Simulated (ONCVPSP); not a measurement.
**What the settings do to the ONCV potential of Tm (Z = 69)**

Base potential:

```
Element                 : thulium (Tm)
Generator               : ONCVPSP 4.0.1
Type                    : optimised norm-conserving Vanderbilt (ONCV)
Functional              : PBE
Relativity              : scalar-relativistic
Frozen core             : [Kr] 4d10 4f13
Valence charge          : 10
Reference configuration : 5s2 5p6 6s1.5 (charge +0.5)
Partial waves           : 5s+6s: rc 2.10 bohr, ncon 4, nbas 7, qcut 6.8 1/bohr, 2 projectors; 5p: rc 2.25 bohr, ncon 5, nbas 9, qcut 7.8 1/bohr, 1 projector; d scattering state at 0.04 Ha: rc 2.25 bohr, ncon 5, nbas 10, qcut 4 1/bohr, 2 projectors, debl 0.3 Ha
Local potential         : polynomial inside 1.40 bohr (lpopt 2, dvloc0 -1 Ha)
Core correction         : Teter function, fcfact 4.25, rcfact 1.75
```

In the d channel the program set the typed energies aside and used 0.050, 0.350 Ha.

All-electron outer shells of the reference configuration (PBE, scalar-relativistic, ld1.x):

| shell | level (eV) | outermost node (bohr) | outermost maximum (bohr) |
| --- | --- | --- | --- |
| 5p | -30.10 | 0.63 | 1.26 |
| 6s | -6.43 | 1.49 | 3.21 |
| 4f | -6.26 | – | 0.50 |

Cutoffs, loose and tight: the cutoffs (Ha) at which the residual kinetic energy of the hardest occupied pseudo-wave falls to 1 and 0.1 mHa per electron. They do not see the model core or the augmentation charge, which bear on the density cutoff. Test errors are all-electron minus pseudo excitation energies from the reference, over the configurations 5s2 5p6 6s2; 5s2 5p6 6s1; 5s2 5p6 6s0; 5s2 5p6 5d0.5 6s1.5. A dash means not determined; rows that change the core or the reference have their own tests.

A true bound ghost makes a file unfit for plane-wave use even where its test errors are small: the radial tests pick states by their node count and pass the ghost by.

```csv
change,outcome,"cutoff, loose","cutoff, tight",bound ghosts,GHOST(+) flags above zero,largest test error (meV)
base,"generated, projector energies reset by the program",16 Ha,21 Ha,none,d,tests left out (the all-electron energies of this program are off by 10 to 40 meV for near-neutral 4f atoms)
"core correction polynomial model core, fcfact 0.75","generated, projector energies reset by the program",16 Ha,21 Ha,none,d,tests left out (the all-electron energies of this program are off by 10 to 40 meV for near-neutral 4f atoms)
reference 5s2 5p6 6s2,"generated, projector energies reset by the program",16 Ha,21 Ha,d,none,tests left out (the all-electron energies of this program are off by 10 to 40 meV for near-neutral 4f atoms)
"core correction Teter function, fcfact 4.25, rcfact 1.72","generated, projector energies reset by the program",16 Ha,21 Ha,none,d,tests left out (the all-electron energies of this program are off by 10 to 40 meV for near-neutral 4f atoms)
p: qcut 6.3,"generated, projector energies reset by the program",14 Ha,16 Ha,none,d,tests left out (the all-electron energies of this program are off by 10 to 40 meV for near-neutral 4f atoms)
```
